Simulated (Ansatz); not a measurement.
Mulliken charges of C$_{2}$H$_{6}$AlN, SMILES `C[C](=N)[AlH2]` from PBE/def2-TZVPP in Ansatz (PBE0-D4/def2-TZVP geometry).

```
atom   x (Å)   y (Å)   z (Å)  charge (e)
  C1  -0.079   0.217  -1.473      -0.181
  C2  -0.390  -0.058  -0.033      -0.123
  N3  -1.609  -0.287   0.279      -0.192
 Al4   0.965  -0.090   1.418       0.315
  H5   0.392   1.199  -1.585       0.085
  H6  -0.987   0.180  -2.078       0.082
  H7   0.642  -0.513  -1.857       0.085
  H8  -1.713  -0.461   1.282       0.159
  H9   0.343  -0.407   2.845      -0.120
 H10   2.518   0.169   1.205      -0.110
```

Question: By hand: the dipole of these point charges (1 e Å = 4.8032 D).

Answer: Σ q r = (0.092, 0.025, -0.069) e Å, of length 0.118 e Å = 0.57 D.

Question: How does the dipole of the full density compare? (Estimate.)

Answer: Ansatz gave: (0.304, 0.041, 0.021) e Å, 1.48 D; the point charges give 0.39 times that, at 40° from its direction.

Point charges leave out the atoms' own dipoles, such as those of lone pairs, and Mulliken's split depends on the basis, so the two needn't agree.
